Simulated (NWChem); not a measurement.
System meant: C₂H₄FNOSi; SMILES O[Si@@H]1C=N[C@@H]1F

Input file for NWChem:

```
start job
memory heap 200 mb stack 700 mb global 900 mb
geometry units angstroms noautoz
  O      0.750071    -1.877858    -0.467266
  Si    -0.211699    -0.862586     0.420735
  C     -1.506502     0.218227    -0.435215
  N     -0.906420     1.342975    -0.247436
  C      0.301297     0.991516     0.514921
  F      1.428713     1.327625    -0.187860
  H      1.211344    -1.493349    -1.220134
  H     -0.590336    -1.658628     1.621599
  H     -2.475165     0.184050    -0.955273
  H      0.317568     1.541569     1.472203
end
basis spherical
  * library def2-svp
end
dft
  odft
  mult 2
  xc b3lyp
  iterations 150
  mulliken
end
task dft energy
```

End of the output:

```
 Summary of "ao basis" -> "ao basis" (spherical)
 ------------------------------------------------------------------------------
       Tag                 Description            Shells   Functions and Types
 ---------------- ------------------------------  ------  ---------------------
 O                          def2-svp                 6       14   3s2p1d
 Si                         def2-svp                 8       18   4s3p1d
 C                          def2-svp                 6       14   3s2p1d
 N                          def2-svp                 6       14   3s2p1d
 F                          def2-svp                 6       14   3s2p1d
 H                          def2-svp                 3        5   2s1p

 Summary of "ao basis" -> "ao basis" (spherical)
 ------------------------------------------------------------------------------
       Tag                 Description            Shells   Functions and Types
 ---------------- ------------------------------  ------  ---------------------
 O                          def2-svp                 6       14   3s2p1d
 Si                         def2-svp                 8       18   4s3p1d
 C                          def2-svp                 6       14   3s2p1d
 N                          def2-svp                 6       14   3s2p1d
 F                          def2-svp                 6       14   3s2p1d
 H                          def2-svp                 3        5   2s1p

  number of electrons :                   54
  multiplicity        :                    2
 ------------------------------------------------------------------------
  no. of electrons and multiplicity not compatible                  54
 ------------------------------------------------------------------------
 ------------------------------------------------------------------------
  current input line :
    25: task dft energy
 ------------------------------------------------------------------------
 ------------------------------------------------------------------------
 There is an error in the input file
 ------------------------------------------------------------------------
 For more information see the NWChem manual at https://nwchemgit.github.io

0: no. of electrons and multiplicity not compatible:Received an Error in Communication
```

Problem. Find the fault in this run and fix the input.

Solution. The program refused the input. Cause: the multiplicity doesn't fit the number of electrons (an even count wants an odd multiplicity, and the reverse). This input runs:
```
start job
memory heap 200 mb stack 700 mb global 900 mb
geometry units angstroms noautoz
  O      0.750071    -1.877858    -0.467266
  Si    -0.211699    -0.862586     0.420735
  C     -1.506502     0.218227    -0.435215
  N     -0.906420     1.342975    -0.247436
  C      0.301297     0.991516     0.514921
  F      1.428713     1.327625    -0.187860
  H      1.211344    -1.493349    -1.220134
  H     -0.590336    -1.658628     1.621599
  H     -2.475165     0.184050    -0.955273
  H      0.317568     1.541569     1.472203
end
basis spherical
  * library def2-svp
end
dft
  xc b3lyp
  iterations 150
  mulliken
end
task dft energy
```
It converges to -597.59714 Ha (B3LYP/def2-SVP).
